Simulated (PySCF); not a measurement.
NMR data sheet: C$_{5}$H$_{7}$ClOSi

- Formula: C5H7ClOSi
- SMILES: C#CCC(=O)[SiH2]CCl
- InChI: InChI=1S/C5H7ClOSi/c1-2-3-5(7)8-4-6/h1H,3-4,8H2
- Point group of the computed structure: C1
- Degrees of unsaturation: 3
- Carbon signals: 5
- Proton signals: 4

Atom-mapped SMILES (the numbers label the heavy atoms): `[CH:1]#[C:2][CH2:3][C:4](=[O:5])[SiH2:6][CH2:7][Cl:8]` (H(Xn): hydrogen on atom n).

[PySCF 2.14: geometry: GFN2-xTB; shielding tensors at PBE0/pcSseg-1 (GIAO); isolated molecule; equivalent nuclei averaged; relativity neglected; single conformer]

Scale: ¹H (σ = 31.72 ppm), ¹³C (σ = 186.93 ppm), ²⁹Si (σ = 349.16 ppm) against TMS; ¹⁷O (σ = 336.08 ppm) vs H2O (reference shieldings calculated alike).

| carbon | δC, type | δH (multiplicity) | HMBC from (2–3 bonds) | span of the C tensor (ppm) |
| --- | --- | --- | --- | --- |
| C1 | 84.8, CH | 1.93 (t) | H(C3) | 220 |
| C2 | 80.9, C | – | H(C3), H(C1) | 279 |
| C3 | 44.2, CH2 | 3.29 (d) | H(Si6), H(C1) | 58 |
| C4 | 241.0, C | – | H(Si6), H(C3), H(C7) | 248 |
| C7 | 28.8, CH2 | 3.19 (t) | H(Si6) | 62 |

Other nuclei:
| atoms | nucleus | environment | δ (ppm) | σ (ppm) |
| --- | --- | --- | --- | --- |
| H(Si6) | ¹H | hydrogen on a silicon bonded to 2 C | 4.78 | 26.94 |
| Si6 | ²⁹Si | silicon bonded to 2 C, 2 H | -60.8 | 410.0 |
| O5 | ¹⁷O | carbonyl oxygen | 843.3 | -507.2 |

Carbon types of the structure: 2 × C, 1 × CH, 2 × CH2, leaving 2 H on heteroatoms. δC 241.0: carbonyl carbon. δC 84.8: terminal alkyne carbon; the triple bond shields along its axis, which puts it between sp3 and sp2 carbons. δC 80.9: alkyne carbon; the triple bond shields along its axis, which puts it between sp3 and sp2 carbons. δC 28.8: sp3 CH2 bonded to Cl and Si; deshielded by the electronegative neighbour. δH 3.19: hydrogen on an sp3 CH2 bonded to Cl and Si; its carbon carries Cl, an electronegative neighbour.

Carbons that carry Cl, above all several Cl atoms, come out too deshielded, partly because spin–orbit coupling is missing. Shifts are as computed. Against solution values, carbons near 30 ppm lie about +3 ppm off and those near 130 ppm about +5 ppm; carbons on Cl a further +6 ppm. Of 1211 compounds with measured shifts, 218 miss one by over three times the rms of a fit or turn the order of signals round; such compounds aren't used in these exercises. Unscaled 17O shifts of doubly bonded oxygen tend to come out too high, by tens of ppm or more. Experimental scales use liquid or dissolved standards, which lie at an offset from isolated H2O (liquid H2O: subtract about 36 ppm). Multiplicities follow the n + 1 count of equivalent neighbours, as no J values were calculated; m marks all less simple cases, F and P coupling included.
